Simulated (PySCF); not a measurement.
# A small calculation by hand: dipole moment from atomic charges

AlHBr2, SMILES [Br][AlH][Br]. Atoms are numbered in the order given.

```xyz
4

Al     0.0000     0.0000    -0.9374
H      0.0000     0.0000    -2.5023
Br     0.0000    -1.9394     0.2098
Br     0.0000     1.9394     0.2098
```

Coordinates come from a B3LYP-D3(BJ)/def2-SVP optimisation.

Charges (e) from r2SCAN/def2-TZVPD in PySCF:

```csv
atom,ESP fit,IAO
Al1,0.573,0.768
H2,-0.162,-0.202
Br3,-0.205,-0.283
Br4,-0.205,-0.283
```

The dipole moment of the full density is 0.88 D.

**Question.** What dipole moment does each set of point charges give, and which comes closer to that of the density?

**Answer.** 
μ = Σ q r, and 1 e Å = 4.8032 D.
ESP fit: Σ q r = (0.000, 0.000, -0.218) e Å, |μ| = 1.05 D.
IAO: Σ q r = (0.000, 0.000, -0.333) e Å, |μ| = 1.60 D.
ESP fit comes closer in size. Point charges leave out the atoms' own dipoles (lone pairs, polarised bonds); fits to the potential absorb them, partitions of the density don't.
